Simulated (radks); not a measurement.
The numbers below are computed, except where a source is named.
Task: Coherent X-ray form factor from a spherical all-electron density. Code: a radial shooting solver on a logarithmic mesh with Libxc functionals. Model: scalar-relativistic Kohn-Sham, PBE, spin-polarised, spherical densities, finite nucleus; Fermi nuclear charge, rms radius of each element as measured or else 0.836 A^(1/3) + 0.57 fm.

| sin(theta)/lambda (1/angstrom) | f0 (electrons) |
|---|---|
| 0.05 | 20.167 |
| 0.1 | 18.397 |
| 0.15 | 16.640 |
| 0.2 | 15.107 |
| 0.25 | 13.715 |
| 0.3 | 12.425 |
| 0.4 | 10.246 |
| 0.5 | 8.703 |
| 0.6 | 7.687 |
| 0.8 | 6.449 |
| 1 | 5.490 |
| 1.25 | 4.340 |
| 1.5 | 3.350 |
| 2 | 2.092 |

The species is in the configuration that NIST lists as its ground one. Which atom or ion scatters so?

Result: Neutral scandium, [Ar] 3d1 4s(up 1, down 1). Extrapolating in s^2 from the first two rows gives f0(0) = 20.8, near the electron count 21; among species with that count, the fall with angle is slower the higher Z, and the table is that of Z = 21; from so few rows the species is fixed only to a neighbour or two.
